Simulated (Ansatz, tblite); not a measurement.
Cost and result up the ladder for Sn2H6 (8 atoms). The state is a singlet with charge 0. Geometry: PBE0-D4/def2-TZVP.

```xyz
8

Sn    0.557   -0.531   -1.148
H     2.142   -1.089   -0.846
H    -0.373   -1.844   -1.717
H     0.631    0.646   -2.382
Sn   -0.557    0.531    1.148
H    -2.129    1.121    0.838
H     0.392    1.822    1.737
H    -0.663   -0.655    2.371
```

Ansatz on 2 threads of Arm Neoverse N1 on a shared host; xTB runs through tblite on one thread. Times are rough, summed over both states, and most runs start from the orbitals of an earlier one. PBE0-D4/def2-TZVP serves as the yardstick here, not as an exact answer. The other state is a doublet.

In the def2 sets Sn takes a core potential; there is no spin–orbit coupling. The xTB rows come from tblite.

Raw xTB energies of ions are shifted by several eV.

```json
{"level": "GFN2-xTB", "functions": "24", "wall time": "0.006 s", "vertical IE (eV)": "13.82", "difference from PBE0-D4/def2-TZVP (eV)": "4.18"}
{"level": "GFN1-xTB", "functions": "30", "wall time": "0.01 s", "vertical IE (eV)": "14.24", "difference from PBE0-D4/def2-TZVP (eV)": "4.61"}
{"level": "PBE-D4/def2-TZVP", "functions": "136", "wall time": "7.3 s", "vertical IE (eV)": "9.49", "difference from PBE0-D4/def2-TZVP (eV)": "-0.15"}
{"level": "PBE0-D4/def2-TZVP (with forces)", "functions": "136", "wall time": "12 s", "vertical IE (eV)": "9.64", "difference from PBE0-D4/def2-TZVP (eV)": "0.00"}
{"level": "r2SCAN-D4/def2-TZVP", "functions": "136", "wall time": "17 s", "vertical IE (eV)": "9.55", "difference from PBE0-D4/def2-TZVP (eV)": "-0.08"}
```
